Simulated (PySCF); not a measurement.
PySCF job for C₃H₇NSi₂, SMILES N1=C[SiH2][SiH2]C1=C, PBE/pcSseg-1. Coordinates come from a r2SCAN-D4/def2-SVP optimisation. The structure was generated by enumeration, and PubChem lists no compound with its InChIKey, so it may never have been made.

```python
import numpy as np
from pyscf import gto, scf, dft
from pyscf.prop.nmr import rks as nmr

mol = gto.M(
    atom='''
    C     0.88825160   -1.75276695   -1.68545624
    C     0.34438635   -0.91322896   -0.78011783
    N    -0.78198168   -1.36320249   -0.06106601
    C    -1.33403941   -0.59982371    0.81687849
    Si   -0.66497351    1.16635302    1.19156634
    Si    0.99997201    0.85560833   -0.40188196
    H     1.76265886   -1.47103114   -2.27890544
    H     0.45114248   -2.74609169   -1.83886987
    H    -2.21101819   -1.02169602    1.33829100
    H    -1.70340030    2.20462090    0.91175803
    H    -0.23873289    1.28674425    2.61935921
    H     0.92981774    1.74435956   -1.60010781
    H     2.40183369    0.83297054    0.11252892
    ''',
    basis='pcSseg-1',
    charge=0,
    spin=0,
    max_memory=1600,
    verbose=3,
)
mf = dft.RKS(mol, xc='pbe')
mf.grids.level = 3
mf.conv_tol = 1e-10
mf.max_cycle = 100
mf.kernel()
n = nmr.NMR(mf)
n.verbose = 2
n.max_cycle_cphf = 60
sigma = n.kernel()
print('atom   isotropic/ppm   span/ppm')
for i, s in enumerate(sigma):
    w = np.linalg.eigvalsh((s + s.T) / 2)
    print(f'{mol.atom_symbol(i):2s}{i + 1:3d} {w.mean():14.3f} {w[2] - w[0]:11.3f}')
```

Output:

```
converged SCF energy = -751.663531352201
atom   isotropic/ppm   span/ppm
C   1         37.913     212.634
C   2         13.283     163.863
N   3       -219.018     883.868
C   4         -1.826     213.155
Si  5        408.133     125.614
Si  6        429.813      56.780
H   7         24.769       7.721
H   8         24.089       5.928
H   9         22.102       8.126
H  10         26.858       8.367
H  11         26.855       8.366
H  12         27.214       8.903
H  13         27.215       8.887
```

Self-consistency was reached.

Cost: about 40 core-seconds (a rough figure).
